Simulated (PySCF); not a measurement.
F2GeH4OSi. Atoms are numbered in the order given.

```xyz
9

O     -1.5409    -1.4424     0.0000
Si     0.0012    -0.8809     0.0000
F      0.8028    -1.4665    -1.2818
F      0.8028    -1.4665     1.2818
Ge    -0.0124     1.4607     0.0000
H     -1.7009    -2.3930     0.0000
H     -0.7368     1.9682     1.2524
H      1.4295     1.9829     0.0000
H     -0.7368     1.9682    -1.2524
```
Charge 0, spin multiplicity 1.

Geometry optimised at ωB97X-D3(BJ)/def2-SVP. This is a generated structure with no PubChem entry under its InChIKey; it may be hypothetical. The values are those of a single conformer.

All values below come from ωB97X-D3(BJ)/def2-SVP (PySCF 2.14.0).

Frequencies are harmonic and unscaled.

| mode | ν (cm⁻¹) | IR (km/mol) | moving atoms (share of kinetic energy) |
|---|---|---|---|
| 1 | 84 | 0.1 | H 95 % |
| 2 | 125 | 7.5 | F 75 %, Si 9 %, H 8 % |
| 3 | 133 | 0.4 | O 43 %, F 27 %, Si 12 %, H 11 % |
| 4 | 201 | 55.3 | H 78 %, F 12 %, Si 8 % |
| 5 | 238 | 32.3 | Ge 42 %, F 35 %, O 18 % |
| 6 | 310 | 26.1 | F 71 %, Si 14 %, O 10 % |
| 7 | 344 | 96.7 | O 45 %, F 27 %, H 19 %, Si 9 % |
| 8 | 462 | 87.3 | Si 46 %, F 25 %, H 14 %, Ge 8 % |
| 9 | 500 | 14.1 | H 86 % |
| 10 | 502 | 12.3 | H 86 % |
| 11 | 756 | 123.4 | H 55 %, O 28 %, F 17 % |
| 12 | 814 | 271.7 | H 88 % |
| 13 | 885 | 76.7 | F 33 %, H 32 %, Si 29 % |
| 14 | 899 | 7.3 | H 93 % |
| 15 | 901 | 38.2 | H 95 % |
| 16 | 945 | 169.2 | F 48 %, Si 46 % |
| 17 | 984 | 164.2 | Si 46 %, O 38 %, F 10 % |
| 18 | 2203 | 56.0 | H 99 % |
| 19 | 2204 | 101.0 | H 99 % |
| 20 | 2205 | 109.1 | H 98 % |
| 21 | 3921 | 137.6 | H 94 % |
